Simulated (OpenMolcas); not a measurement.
Computed levels of 3d³ in ions with 21 electrons, in cm-1 above ⁴F_3/2.

```json
{"Program": "OpenMolcas 26.06", "Method": "MS-CASPT2, IPEA 0.25 Eh, imaginary shift 0.1 Eh", "Basis": "ANO-R2", "Scalar Hamiltonian": "X2C, finite nucleus", "Spin-orbit coupling": "state interaction with AMFI integrals over the reference wave functions, term energies averaged over their components"}
```

Active space for each ion: 3 electrons in 10 orbitals (3d 4d); closed shells correlated by CASPT2: 3s 3p.

| Level | Cr3+ | Fe5+ | Ni7+ |
| --- | --- | --- | --- |
| ⁴F_5/2 | 251 | 519 | 966 |
| ⁴F_7/2 | 593 | 1218 | 2240 |
| ⁴F_9/2 | 1020 | 2070 | 3770 |
| ⁴P_1/2 | 14680 | 19360 | 24030 |
| ⁴P_3/2 | 14790 | 19550 | 24290 |
| ⁴P_5/2 | 15090 | 20200 | 25590 |
| ²G_7/2 | 15750 | 21000 | 26520 |
| ²G_9/2 | 16130 | 21730 | 27760 |
| ²P_3/2 | 20300 | 26820 | 33500 |

Estimate ⁴F_9/2, ⁴P_1/2, ⁴P_3/2 for Mn4+ from its neighbours Cr3+ and Fe5+.

⁴F_9/2 is fine structure, which grows about as the fourth power of a screened charge, so the fourth roots are averaged: ((1020^0.25 + 2070^0.25) / 2)^4 = 1476. The calculation gives 1487, so the estimate is off by -0.7 %; the measured value is 1412 (Corliss and Sugar, J. Phys. Chem. Ref. Data 6, 1253 (1977)).
⁴P_1/2 is another term, which grows about linearly with the charge: (14680 + 19360) / 2 = 17020. The calculation gives 16890, so the estimate is off by +0.8 %; the measured value is 16434 (Corliss and Sugar, J. Phys. Chem. Ref. Data 6, 1253 (1977)).
⁴P_3/2 is another term, which grows about linearly with the charge: (14790 + 19550) / 2 = 17170. The calculation gives 17040, so the estimate is off by +0.8 %; the measured value is 16595 (Corliss and Sugar, J. Phys. Chem. Ref. Data 6, 1253 (1977)).

Mixed levels, with the weight of the term that names them: Cr3+ ²P_3/2 (69 %), Mn4+ ²P_3/2 (71 %), Fe5+ ²P_3/2 (65 %), Ni7+ ²P_3/2 (54 %).

Term energies are means over components that CASPT2 splits; among the terms shown or strongly mixed into the levels shown the widest spread is 1000 cm-1 (3d³ ⁴F, Fe5+). Active for correlation alone: 4d; no level in the range computed is led by a configuration that fills it, so any true level of that kind is missing. Computed and measured levels are paired by configuration, term and J; levels that our copy of the source lacks, or whose pairing is in doubt (as where it misses far off the trend of its configuration), stay unpaired and out of the deviations. Levels of configurations outside the active space are missing.
